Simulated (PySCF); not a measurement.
# Ionisation energy of Zn⁺ by level of theory

Zn⁺ [Ar] 3d10 4s1 (2S) → Zn²⁺ [Ar] 3d10 (1S), as a difference of total energies. All numbers are calculated (PySCF 2.14, a scalar-relativistic core potential, in cc-pVDZ-PP with ECP10MDF (4s4p3d1f, 38 functions)). Correlated levels: valence: 3s2 3p6 frozen. The calculations carry no spin-orbit coupling.

```tsv
method	ionisation energy (eV)
UHF	16.760
M06-L	17.769
BP86	18.585
MP2 (valence)	17.373
SCS-MP2 (valence)	17.266
CCSD (valence)	17.299
CCSD(T) (valence)	17.344
```

Errors of the correlated levels include the incompleteness of this basis and the frozen core.

**Question.** Which method comes closest to the reference value, and which is furthest?

**Answer.** The reference is 17.964 eV (measured; NIST Atomic Spectra Database, ionization energies). Closest: M06-L (error -0.195 eV); furthest: UHF (error -1.204 eV).
